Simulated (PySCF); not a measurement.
**Electronic structure of Si³⁺ (silicon, charge +3) at the PW91 level**

Configuration: [Ne] 3s1, 2S determinant. All numbers are calculated (PySCF 2.14, no relativity, point nucleus, in aug-cc-pV(T+d)Z).

```json
{
 "Total energy": "-287.2211 hartree",
 "One-electron energy": "-382.9674 hartree",
 "Hartree (Coulomb) energy": "115.6300 hartree",
 "Exchange-correlation energy": "-19.8837 hartree",
 "Kinetic energy": "286.25583 hartree",
 "⟨S²⟩": "0.7500",
 "⟨L²⟩": "0.000",
 "Sum of ⟨r⟩": "6.410 bohr",
 "Sum of ⟨r²⟩": "6.830 bohr²",
 "Density at the nucleus (Gaussians lack the cusp)": "1740 bohr⁻³",
 "Spin density at the nucleus": "6.28 bohr⁻³",
 "Langevin diamagnetic susceptibility": "-5.41 ×10⁻⁶ cm³/mol"
}
```

| shell | electrons | mean orbital energy (hartree) | rms radius, mean of both spins (bohr) |
| --- | --- | --- | --- |
| 1s α | 1 | -66.91146 | 0.129 |
| 1s β | 1 | -66.90512 | 0.129 |
| 2s α | 1 | -6.45045 | 0.620 |
| 2s β | 1 | -6.43847 | 0.620 |
| 2p α | 3 | -4.86888 | 0.599 |
| 2p β | 3 | -4.85711 | 0.599 |
| 3s α | 1 | -1.48490 | 1.97 |
